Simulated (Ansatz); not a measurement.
Consider the formal exchange of groups at a Ge–Cl bond: `C[O][Ge]([F])([Cl])[SeH]` + `Fc1ccc[nH]1` → `C[O][Ge]([F])([F])[SeH]` + `Clc1ccc[nH]1`.

Program: Ansatz. Geometries: PBE0-D4/def2-TZVP. ΔE: electronic, gas phase. CCSD(T)/CBS is the MP2 limit (def2-TZVPP, def2-QZVPP) plus CCSD(T) − MP2 in def2-TZVPP, frozen cores. For Ge, Se outer-core shells are correlated without core-valence functions, which leaves a few kJ/mol of doubt a bond. Scalar relativity is left out up to krypton. One conformer a species, not always the lowest.

| species | CCSD/CBS(def2) energy (Eh) |
| --- | --- |
| `C[O][Ge]([F])([Cl])[SeH]` | -5152.09170 |
| `Fc1ccc[nH]1` | -309.02932 |
| `C[O][Ge]([F])([F])[SeH]` | -4792.10424 |
| `Clc1ccc[nH]1` | -669.02349 |

Work out ΔE.

ΔE = (-4792.10424) + (-669.02349) − (-5152.09170) − (-309.02932) = -0.00671 Eh = -4.2 kcal/mol. CCSD(T)/CBS gives -4.7 kcal/mol.

Largest T1 diagnostic among the species: 0.011.

In def2-TZVPP, CCSD(T) changes the Hartree–Fock value by −2.8 kcal/mol (the triples alone add −0.4 kcal/mol) and MP2 by −5.1 kcal/mol.
